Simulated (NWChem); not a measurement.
Basis-set convergence for H4BF2N

```xyz
8

B     -0.4148     0.2513     0.0000
H     -0.9711     1.3446     0.0000
F     -0.5690    -0.4886    -1.1501
F     -0.5690    -0.4886     1.1501
N      1.2242     0.6003     0.0000
H      1.4836     1.1342     0.8297
H      1.4836     1.1342    -0.8297
H      1.7503    -0.2765     0.0000
```
Charge 0, spin multiplicity 1.

Program: NWChem. Structure: optimised with PBE0/def2-SVP, a minimum by its harmonic frequencies.

Quantity: LUMO energy at the level PBE.

The Pople sets run with spherical d functions. The structure started from a generated list of species.

| basis | functions | LUMO energy (eV) |
|---|---|---|
| STO-3G | 24 | 6.47 |
| 3-21G | 44 | 0.66 |
| 6-31+G* | 80 | -1.31 |
| 6-311G** | 96 | -0.63 |
| 6-311++G** | 116 | -1.46 |
| def2-SVPD | 118 | -1.06 |
| aug-cc-pVDZ | 128 | -1.46 |
| pcseg-2 | 176 | -1.15 |
| def2-TZVPP | 180 | -0.87 |
| def2-TZVPD | 190 | -1.28 |

Smallest basis within 0.2 eV of def2-TZVPD, the largest set run: 6-31+G*, with 80 functions against 190 and about 9 % of the time (also within reach: 6-311++G**, aug-cc-pVDZ, pcseg-2). def2-TZVPD isn't the basis-set limit itself, and a small set can land close by cancellation.
